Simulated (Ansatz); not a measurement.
`OB[Si](F)([SiH3])Cl` + `[SiH3]N[SiH3]` → `OBN([SiH3])[SiH3]` + `F[SiH]([SiH3])Cl`  (cleavage of the B–Si bond)

Calculated with Ansatz (gas phase, PBE0-D4/def2-TZVP geometries, no zero-point term in ΔE). CCSD(T)/CBS adds triple-zeta CCSD(T) − MP2 to the extrapolated MP2 energy (def2 sets, frozen cores). This one scheme is used for every species. Functionals use def2-TZVPP. One conformer a species, not always the lowest.

CCSD(T)/CBS gives -134.9 kJ/mol.

Problem. Another level gave -140.0 kJ/mol. Which?
A. ωB97X-V/def2-TZVPP
B. PBE0/def2-TZVPP
C. PBE-D4/def2-TZVPP
D. SCS-MP2/def2-TZVPP

Solution. D. SCS-MP2/def2-TZVPP -140.0, ωB97X-V -130.9, PBE-D4 -121.8, PBE0 -126.2 kJ/mol.

Largest T1 diagnostic among the species: 0.013.

From PBE to PBE0 (25 % exact exchange), in def2-TZVPP and without D4, ΔE moves by −6.0 kJ/mol.
